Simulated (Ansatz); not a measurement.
A made-up structure of AlGeH4, doublet:

```json
{"atom": "Al1", "x (Å)": "0.1414", "y (Å)": "2.0081", "z (Å)": "0.0311"}
{"atom": "Ge2", "x (Å)": "-0.0474", "y (Å)": "-0.6503", "z (Å)": "-0.0111"}
{"atom": "H3", "x (Å)": "1.0508", "y (Å)": "-1.4423", "z (Å)": "0.6573"}
{"atom": "H4", "x (Å)": "-1.2486", "y (Å)": "-1.2479", "z (Å)": "-0.7039"}
{"atom": "H5", "x (Å)": "0.6269", "y (Å)": "0.6739", "z (Å)": "-0.9570"}
{"atom": "H6", "x (Å)": "-0.5183", "y (Å)": "0.7245", "z (Å)": "0.9846"}
```

It is relaxed with PBE-D4/def2-SVP and then PBE0-D4/def2-TZVP (Ansatz 0.2.0). Atoms count as bonded within 1.22 times the sum of their covalent radii (H–H: 0.88 Å). The end point is not checked to be a true minimum.

(1) Does its bonding change? (Judge from chemistry; the calculation decides.)

## Answers

(1) The calculation gives: Yes. Formed: none; broken: Al1–Ge2, Al1–H5, Al1–H6.

Where it ends: The first stage lowers the energy by 0.81 eV in 9 steps. It ends as a complex of GeH₄ + Al:
Al1  (0.183, 2.639, 0.041)
Ge2  (-0.038, -0.541, -0.009)
H3  (0.968, -1.505, 0.634)
H4  (-1.174, -1.319, -0.685)
H5  (0.675, 0.368, -1.037)
H6  (-0.609, 0.424, 1.057)
(Å)

For scale, one of the runs: PBE0-D4/def2-TZVP relaxation, 109 basis functions, launched by `ansatz run in.yaml --threads 2 --pin off --events-out ev --progress --plain --max-ram 4352MiB`. The run took about 46 s on 2 CPU threads of an Arm Neoverse V1 (shared host).
